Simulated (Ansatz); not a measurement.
BrClGeH2 (`[Cl][GeH2][Br]`), relaxed with RKS PBE-D4/def2-SVP in the Gaussian-basis code of Ansatz from a rough embedded geometry. The force threshold is 0.03 eV/Å; the program also tests the step.

Total charge 0; spin multiplicity 1.

Start:

```xyz
5

Cl   -1.037   -1.233   -1.307
Ge   -0.098    0.129    0.024
Br    1.964   -0.725    0.572
H     0.118    1.504   -0.602
H    -0.947    0.326    1.313
```

(1) How much energy does the relaxation release, and in how many steps? (Estimate.)

(2) Which bonds change most? (Best estimate.)

(3) Give the relaxed structure. (Estimate.)

Answers

(1) Computed: 5.30 kJ/mol, in 2 steps.

(2) Computed: Cl1–Ge2 from 2.123 to 2.172 Å; Ge2–Br3 from 2.298 to 2.319 Å; Ge2–H4 from 1.526 to 1.546 Å; Ge2–H5 from 1.555 to 1.547 Å.

(3) Ansatz gave: 
```xyz
5

Cl   -1.085   -1.203   -1.322
Ge   -0.092    0.159    0.049
Br    1.983   -0.707    0.618
H     0.136    1.501   -0.684
H    -0.942    0.250    1.339
```
